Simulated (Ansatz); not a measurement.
ClH$_{6}$NOSi$_{2}$ (`N[SiH](Cl)O[SiH3]`), relaxed with RKS PBE0-D4/def2-TZVP in Ansatz 0.2.0 from a PBE-D4/def2-SVP geometry. The force threshold is 0.005 eV/Å; the program also tests the step.

Charge 0, multiplicity 1.

Start:

```xyz
11

N    -1.975   -0.432   -1.092
Si   -0.883   -0.586    0.224
Cl   -1.175    0.789    1.795
O     0.653   -0.291   -0.335
Si    2.018    0.538    0.205
H    -1.979    0.421   -1.657
H    -2.918   -0.815   -0.993
H    -1.044   -1.949    0.810
H     3.140    0.165   -0.717
H     1.794    2.023    0.149
H     2.369    0.138    1.611
```

(1) By how much does the energy fall, and how many steps does the optimiser take? (Estimate.)

(2) Which bonds change most? (Estimate.)

(3) Give the relaxed structure. (An estimate is asked.)

## Answers

(1) Ansatz gave: 0.10 eV, in 10 steps.

(2) Ansatz gave: O4–Si5 from 1.686 to 1.643 Å; Si2–O4 from 1.661 to 1.620 Å; Si2–Cl3 from 2.107 to 2.072 Å; N1–Si2 from 1.717 to 1.692 Å.

(3) Computed: 
```xyz
11

N    -1.937   -0.419   -1.069
Si   -0.887   -0.563    0.250
Cl   -1.282    0.743    1.810
O     0.616   -0.230   -0.254
Si    2.002    0.532    0.193
H    -1.897    0.385   -1.675
H    -2.869   -0.796   -1.014
H    -1.013   -1.916    0.820
H     3.052    0.140   -0.777
H     1.810    2.003    0.154
H     2.403    0.120    1.562
```
